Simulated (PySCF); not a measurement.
**Telling isomers of C8H7FO2 apart by NMR**

[PySCF 2.14: GFN2-xTB structure; σ from GIAO-PBE0/pcSseg-1; relativity neglected; in vacuum; single conformer; averaged over atoms made equivalent by symmetry, fast rotation or ring inversion]

Referencing at the same level of theory: 1H and 13C against TMS. Splittings of carbon signals by F and P are missing where no couplings were computed. Where no couplings were computed, multiplicities follow the n + 1 count of equivalent neighbours, and m marks all less simple cases (inequivalent or close neighbours, rings, F or P nearby). Acid and N–H amide carbonyl carbons lie up to 10 ppm further downfield in solution (hydrogen bonding). Shifts are as computed. Against solution values, carbons near 30 ppm lie about +3 ppm off and those near 130 ppm about +5 ppm. Of 1211 compounds with measured shifts, 218 miss one by over three times the rms of a fit or turn the order of signals round; such compounds aren't used in these exercises. OH and NH positions are gas-phase values without hydrogen bonding to other molecules.

(1) Tabulate the signals of `CCC1=C(F)C(=O)C=CC1=O`, `O=C(O)Cc1ccccc1F`, `COc1cccc(C(=O)F)c1` and their relative energies.

(2) What is the quickest way to tell CCC1=C(F)C(=O)C=CC1=O from O=C(O)Cc1ccccc1F?

(3) What is the quickest way to tell O=C(O)Cc1ccccc1F from COc1cccc(C(=O)F)c1?

(4) What is the quickest way to tell CCC1=C(F)C(=O)C=CC1=O from COc1cccc(C(=O)F)c1?

## Answers

(1) 
```json
{"SMILES": "CCC1=C(F)C(=O)C=CC1=O", "carbon types": "4×C 2×CH 1×CH2 1×CH3", "δC": "193.8, 185.6, 165.7, 142.0, 140.1, 137.2, 20.6, 17.0", "δH": "6.80 (m, 1H), 6.75 (m, 1H), 2.64 (q, 2H), 1.14 (t, 3H)", "E rel. (kcal/mol)": "35.9"}
{"SMILES": "O=C(O)Cc1ccccc1F", "carbon types": "3×C 4×CH 1×CH2", "δC": "176.5, 171.7, 137.9, 134.9, 129.0, 128.7, 121.3, 37.0", "δH": "7.62 (m, 1H), 7.48 (m, 1H), 7.41 (m, 1H), 7.39 (m, 1H), 6.20 (br s, 1H), 3.72 (s, 2H)", "E rel. (kcal/mol)": "0.0"}
{"SMILES": "COc1cccc(C(=O)F)c1", "carbon types": "3×C 4×CH 1×CH3", "δC": "167.0, 166.4, 135.2, 131.9, 130.6, 130.4, 117.9, 56.3", "δH": "8.01 (m, 1H), 7.73 (m, 1H), 7.71 (m, 1H), 7.56 (d, 1H), 4.03 (s, 3H)", "E rel. (kcal/mol)": "9.9"}
```

Energies are electronic energies at PBE0/pcSseg-1 on these geometries, without zero-point or thermal terms, each for the one conformer computed, which needn't be the lowest.

(2) Both give the same number of carbon signals, but DEPT or the intensities differ. The first has a methyl carbon (CH3) at 17.0 ppm, the second an aromatic CH at 121.3 ppm. Their most deshielded carbons lie at 193.8 and 176.5 ppm. In the proton spectra the most deshielded non-exchanging signals are 6.80 (m, 1H) and 7.62 (m, 1H).

(3) Both give the same number of carbon signals, but DEPT or the intensities differ. The first has an sp3 CH2 α to a carbonyl at 37.0 ppm, the second a methyl carbon bonded to O (CH3) at 56.3 ppm. Their most deshielded carbons lie at 176.5 and 167.0 ppm.

(4) Both give the same number of carbon signals, but DEPT or the intensities differ. The first has an allylic sp3 CH2 at 20.6 ppm, the second a methyl carbon bonded to O (CH3) at 56.3 ppm. Their most deshielded carbons lie at 193.8 and 167.0 ppm. In the proton spectra the most deshielded non-exchanging signals are 6.80 (m, 1H) and 8.01 (m, 1H).
